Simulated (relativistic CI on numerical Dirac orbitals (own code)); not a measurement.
# Electric-dipole transitions in Sr³³⁺

Calculated at this level of theory: Dirac-Coulomb-Breit CI, orbitals from a KLI potential per configuration, a model potential for QED, unscaled Slater integrals (own radial code, finite nucleus).

Configurations in the expansion (outside the closed core 1s2): 2s²2p, 2s2p², 2p³, 2p²3s, 2p²3p, 2p²3d, 2s²3s, 2s²3p, 2s²3d, 2s2p3s, 2s2p3p, 2s2p3d, 2s²4s, 2s²4p, 2s²4d, 2s²4f, 2s2p4s, 2s2p4p, 2s2p4d, 2s2p4f, 2s²5s, 2s²5p, 2s²5d, 2s²5f, 2s²5g, 2s3s², 2s3s3p, 2s3s3d, 2s3p², 2s2p5s, 2s3p3d, 2s2p5p, 2s2p5d, 2p3s², 2s2p5f, 2s2p5g. Levels of other configurations are missing.

```
λ vac (Å)               Lower                Upper   A (s⁻¹)  log gf  S velocity/length
   5.0426     2s2p² ⁴P3/2 [4]   2s2p3d ⁴P°3/2 [56]  7.27e+13    0.04               0.99
   5.0461    2s²2p ²P°1/2 [1]     2s²3d ²D3/2 [21]  9.28e+13    0.15               1.00
   5.0594     2s2p² ²D3/2 [6]   2s2p3d ²F°5/2 [71]  1.07e+14    0.39               1.00
   5.0701     2s2p² ⁴P1/2 [3]   2s2p3d ⁴D°1/2 [37]  1.46e+14    0.05               0.99
   5.0711     2s2p² ⁴P1/2 [3]   2s2p3d ⁴D°3/2 [36]  9.33e+13    0.16               0.99
   5.0869     2s2p² ⁴P5/2 [5]   2s2p3d ⁴D°7/2 [55]  8.98e+13    0.45               0.99
   5.0875     2s2p² ⁴P5/2 [5]   2s2p3d ⁴D°5/2 [53]  6.54e+13    0.18               0.99
   5.1195     2p³ ⁴S°3/2 [11]    2p²3d ⁴P3/2 [100]  1.01e+14    0.20               0.98
   5.1201     2p³ ²D°5/2 [13]    2p²3d ²F7/2 [119]  1.17e+14    0.57               1.00
   5.1416     2s2p² ²D5/2 [8]   2s2p3d ²F°7/2 [73]  4.65e+13    0.17               0.99
   5.1885     2s2p² ⁴P3/2 [4]   2s2p3d ⁴P°5/2 [35]  5.48e+13    0.12               0.99
   5.1951    2s²2p ²P°3/2 [2]     2s²3d ²D5/2 [23]  9.85e+13    0.38               1.00
   5.2095     2s2p² ²D5/2 [8]   2s2p3d ²F°7/2 [62]  1.26e+14    0.61               1.00
   5.2194     2s2p² ⁴P5/2 [5]   2s2p3d ⁴F°7/2 [38]  7.02e+13    0.36               1.00
   5.2271     2p³ ²P°3/2 [15]    2p²3d ²D5/2 [125]  8.32e+13    0.31               1.00
   5.2332     2p³ ²D°3/2 [12]    2p²3d ²D5/2 [103]  1.02e+14    0.40               0.99
   5.2332     2s2p² ²D5/2 [8]   2s2p3d ²D°5/2 [58]  6.31e+13    0.19               0.98
   5.2348    2s2p² ²P3/2 [10]   2s2p3d ²D°5/2 [77]  1.30e+14    0.51               1.00
   5.2636     2p³ ²D°5/2 [13]    2p²3d ²F7/2 [102]  1.17e+14    0.59               1.00
   5.2747     2s2p² ²D3/2 [6]   2s2p3d ²F°5/2 [40]  7.01e+13    0.24               1.00
   5.2780     2p³ ²P°3/2 [15]    2p²3d ²D5/2 [123]  1.13e+14    0.45               1.00
   15.521    2s²3d ²D3/2 [21]   2s²4f ²F°5/2 [131]  1.78e+13    0.59               0.98
   15.616  2s2p3d ⁴F°3/2 [32]   2s2p4f ⁴G5/2 [145]  1.53e+13    0.53               0.99
   15.628  2s2p3d ⁴F°9/2 [51]  2s2p4f ⁴G11/2 [181]  1.92e+13    0.93               1.00
   15.628    2s²3d ²D5/2 [23]   2s²4f ²F°7/2 [132]  1.90e+13    0.75               0.98
   15.701  2s2p3d ⁴D°7/2 [55]   2s2p4f ⁴G9/2 [178]  1.56e+13    0.76               1.00
   15.746  2s2p3d ²F°7/2 [73]   2s2p4f ²G9/2 [203]  1.83e+13    0.83               1.00
   15.793  2s2p3d ⁴F°7/2 [38]   2s2p4f ⁴G9/2 [156]  1.86e+13    0.84               0.99
   16.006  2s2p3d ²F°5/2 [40]   2s2p4f ²G7/2 [158]  1.50e+13    0.66               1.00
   16.090  2s2p3d ²F°7/2 [62]   2s2p4f ²G9/2 [183]  1.80e+13    0.84               1.00
```

Terms are leading LS components. Brackets give the number of a level in order of energy, since labels repeat. The list gives strong lines, with weight on those to low levels, among the lowest 309 of 358 levels, so that lines to higher ones, which can be the strongest, are missing. Levels whose partners in the same complex of configurations lie outside the list can be far off, and so can their lines. Rates are taken at the computed energies, electric ones in the length gauge. A velocity-to-length ratio far from 1 marks an uncertain rate.

At this charge energies of transitions that change n are usually good to better than 1 %, and those within a shell (Δn = 0) to a few per cent.

LS names give the leading component of a level, which can be under half, so a name can repeat, a term be missing and a line seem to break the LS rules.
